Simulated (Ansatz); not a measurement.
ClHTe (SMILES Cl[TeH]) moved off its minimum; all values from Ansatz (a program for electronic structure), cores frozen in correlated methods. Elements past Kr take the def2 small-core potentials, without spin–orbit coupling.
(charge 0, multiplicity 1)
```xyz
3

Te    -0.23206    -0.35750     0.40224
H     -1.29356    -0.87869    -0.73917
Cl     0.90317     0.94919    -1.05506
```

Forces at MP2/def2-TZVPPD (eV/Å):

```csv
atom,Fx,Fy,Fz
Te1,-0.569,-0.714,0.941
H2,-0.140,-0.086,-0.089
Cl3,0.708,0.799,-0.852
```

Q: Give the forces (eV/Å), the total energy and the dipole at CCSD(T)/def2-TZVPPD.

A: 
```csv
atom,Fx,Fy,Fz
Te1,-0.570,-0.788,1.206
H2,-0.254,-0.143,-0.209
Cl3,0.823,0.931,-0.997
```
Energy -727.4766 hartree, dipole 1.50 D.
